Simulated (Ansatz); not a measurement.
```yaml
crystal:
  periodic: [false, false, false]
  atoms:
    - {symbol: Ag, position_ang: [0.523579, 1.433901, -1.325274]}
    - {symbol: Ag, position_ang: [-1.343382, -1.133143, 1.353505]}
    - {symbol: Br, position_ang: [0.933039, -0.435281, 0.205349]}
basis:
  gaussian: {orbitals: def2-mTZVP, fitting: {mean_field: def2-universal-jkfit}}
total_charge: 2
magnetization: {spin_polarized: true, initial_magnetization: 1}
hamiltonian: {xc: {name: r2SCANh}, dispersion: d3bj}
scf: {omitted_lower_state_checks: [starts]}
output: {forces: true}
```

```sh
$ ansatz run in.yaml --threads 4 --pin off --events-out ev --progress --plain --max-ram 3916MiB
```

Output, abridged:

```
Warning: the engine holds no damping parameters fitted to this dispersion correction and functional, so the run takes those fitted to r2scanh beside the three-body term, which d3bj leaves out (hamiltonian.dispersion, under Limitations)
Functional definition: r2SCANh
  name "r2SCANh"
  cite "Bursch, Neugebauer, Ehlert & Grimme, J. Chem. Phys. 156, 134105 (2022) doi:10.1063/5.0086040"
  cite "Furness, Kaplan, Ning, Perdew & Sun, J. Phys. Chem. Lett. 11, 8208 (2020) doi:10.1021/acs.jpclett.0c02405"
  cite "Furness, Kaplan, Ning, Perdew & Sun, J. Phys. Chem. Lett. 11, 9248 (2020) doi:10.1021/acs.jpclett.0c03077"
  parent r2scan
  parameter a = 0.1
  parameter k0 = 0.174
  parameter k1 = 0.065
  parameter a1 = 4.9479
  exchange = (1 - a)*r2scan_x(k0 = k0, k1 = k1, a1 = a1) + a*exact_x
  correlation = r2scan_c
these checks for a lower state are left out or cut short: starts
776 factors; integrals over basis functions are off by at most 1.4e0 eV
mean field evaluation 1: about -78010.6020 eV, gradient 7.9e1 eV
mean field evaluation 2: about -77931.9860 eV, gradient 1.8e2 eV
mean field evaluation 4: about -78025.3231 eV, gradient 2.3e1 eV
mean field evaluation 8: about -78027.4984 eV, gradient 1.1e-1 eV
mean field evaluation 16: about -78027.4999 eV, gradient 3.1e-5 eV
mean field -78027.49990256 eV, -2867.4577324800 hartree, gradient 3.3e-6 eV, S^2 0.754343; 0 other end points of the search recorded, 0 dependent functions left out
the calculation of the forces begins
reference -78027.49991214 eV, -2867.4577328320 hartree; 36, 35 occupied and 66, 67 virtual orbitals, 776 factors
Total energy: -78027.53108357 eV, -2867.4588783611 hartree
Atom 0 at     0.523579     1.433901    -1.325274 Å, force    -0.003998     0.716801    -0.623295 eV/Å
Atom 1 at    -1.343382    -1.133143     1.353505 Å, force    -0.129553    -0.165364     0.174766 eV/Å
Atom 2 at     0.933039    -0.435281     0.205349 Å, force     0.133551    -0.551437     0.448529 eV/Å
Dipole moment:    -0.359028     0.166359    -0.059648 e Å
Checks for a lower state left out: starts
```

Run time 7 s (4 threads of Arm Neoverse V1 on a shared host).

In the def2 sets Ag takes a core potential; there is no spin–orbit coupling.

The dipole of an ion depends on the origin.
